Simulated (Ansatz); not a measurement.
Reaction (ligand exchange at a Zn–S bond): `[SiH3][O][Zn][SH]` + `CNC` → `C[N](C)[Zn][O][SiH3]` + H₂S

Program: Ansatz. Geometries: PBE0-D4/def2-TZVP. ΔE: electronic, gas phase. CCSD(T)/CBS is the MP2 limit (def2-TZVPP, def2-QZVPP) plus CCSD(T) − MP2 in def2-TZVPP, frozen cores. This one scheme is used for every species. For Zn outer-core shells are correlated without core-valence functions, which leaves a few kJ/mol of doubt a bond. Scalar relativity is left out up to krypton. Each species was taken in one conformer, which may not be the lowest.

`[SiH3][O][Zn][SH]`:

```xyz
8

Si   -0.226   -0.179    1.727
O     0.009    0.631    0.341
Zn    0.425    0.485   -1.365
S     0.962    0.403   -3.440
H    -1.544   -0.876    1.728
H     0.829   -1.212    1.947
H    -0.196    0.772    2.870
H    -0.259   -0.024   -3.809
```

`CNC`:

Z-matrix (Å, degrees):
```
C
N 1 1.445
H 1 1.094 2 109.4
H 1 1.092 2 110.0 3 117.9
H 1 1.104 2 114.0 3 -120.2
C 2 1.445 1 112.8 3 65.3
H 2 1.011 1 109.8 3 -171.9
H 6 1.104 2 114.0 1 54.9
H 6 1.094 2 109.4 1 -65.3
H 6 1.092 2 110.0 1 176.8
```

`C[N](C)[Zn][O][SiH3]`:

```xyz
15

C     0.371   -1.870    1.437
N     0.277   -0.460    1.168
C    -0.108    0.300    2.327
Zn    0.349    0.236   -0.486
O     0.542    0.927   -2.096
Si   -0.296    1.412   -3.395
H     0.682   -2.428    0.551
H     1.111   -2.076    2.227
H    -0.587   -2.297    1.776
H    -1.094   -0.002    2.718
H     0.615    0.169    3.147
H    -0.158    1.369    2.108
H    -1.591    0.680   -3.531
H     0.501    1.171   -4.629
H    -0.612    2.868   -3.321
```

H₂S:

```xyz
3

S    -0.615    0.067    0.032
H     0.242   -0.171   -0.971
H     0.373    0.104    0.939
```

```tsv
species	CCSD(T)/def2-SVP energy (Eh)
`[SiH3][O][Zn][SH]`	-2541.78338
`CNC`	-134.66802
`C[N](C)[Zn][O][SiH3]`	-2277.68587
H₂S	-398.73539
```

Question: Work out ΔE.

Answer: ΔE = (-2277.68587) + (-398.73539) − (-2541.78338) − (-134.66802) = 0.03014 Eh = +79.1 kJ/mol. CCSD(T)/CBS gives +93.5 kJ/mol.

Largest T1 diagnostic among the species: 0.015.

In def2-TZVPP, CCSD(T) changes the Hartree–Fock value by −26.9 kJ/mol (the triples alone add −2.9 kJ/mol) and MP2 by −28.8 kJ/mol. The D4 term adds −5.2 kJ/mol with B3LYP and −3.0 kJ/mol with PBE0; it sums over pairs of atoms, weighted by their polarisabilities, and B3LYP, whose exchange is more repulsive, gets the larger term. From r2SCAN to r2SCAN0 (25 % exact exchange), in def2-TZVPP and without D4, ΔE moves by +6.1 kJ/mol.

B3LYP here is the variant with VWN-RPA as its local correlation; programs differ in this.
